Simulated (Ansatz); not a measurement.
`C[S][Cu]`. Charge 0, multiplicity 1.

```xyz
6

C    -0.2113   -0.5464   -0.1379
S     0.1988    1.1266   -0.7233
Cu    0.9288    2.1173    1.0015
H    -0.5958   -1.0889   -1.0039
H    -0.9855   -0.5333    0.6284
H     0.6651   -1.0753    0.2352
```

(1) What are the harmonic wavenumbers in cm⁻¹ at PBE0-D4/def2-TZVP (Ansatz, finite differences of forces, unscaled)? (An estimate is asked.)

(2) Is this a minimum?

(3) Give the ideal-gas thermochemistry at 298.15 K and 1 bar (rigid rotor, harmonic oscillator; point group Cs, symmetry number 1).

Answers

(1) Ansatz gave: 135, 164, 379, 721, 955, 964, 1339, 1465, 1478, 3056, 3136, 3148.

(2) Yes, all 12 modes are real.

(3) Zero-point energy 101.3 kJ/mol; H(298) − E = 116.0 kJ/mol; entropy 302.1 J/(mol·K), of which translation 167.6, rotation 105.4, vibration 29.2; G(298) − E = 26.0 kJ/mol.
